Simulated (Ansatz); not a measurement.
Input file for Ansatz (a first-principles code): U-wB97X-V/def2-TZVPP on H3NSn (SMILES [NH2][SnH]), a point of a bond scan (R = 4.829 Å). Elements past Kr take the def2 small-core potentials; no spin–orbit coupling.

Ansatz 0.2 input:
```yaml
crystal:
  periodic: [false, false, false]
  atoms:
    - {symbol: Sn, position_ang: [-0.11927895, 0.17664945, 0.24401699]}
    - {symbol: H, position_ang: [-1.34338643, 3.39485186, -3.14249838]}
    - {symbol: N, position_ang: [0.67637723, -1.05570039, -1.15735305]}
    - {symbol: H, position_ang: [0.70027728, -0.86642154, -2.14802155]}
    - {symbol: H, position_ang: [1.10168186, -1.94472436, -0.94110888]}
basis:
  gaussian:
    orbitals: def2-TZVPP
hamiltonian:
  xc: {name: wB97X-V}
magnetization: {spin_polarized: true, initial_magnetization: 0}
```

### Question
What total energy does the run end on?

### Answer
-270.7302 hartree. Its determinant has ⟨S²⟩ = 1.00, a mixture of spin states.

### Question
How many basis functions does it have, and what does it roughly cost on one machine?

### Answer
123 functions; around 25 core-seconds (rough).
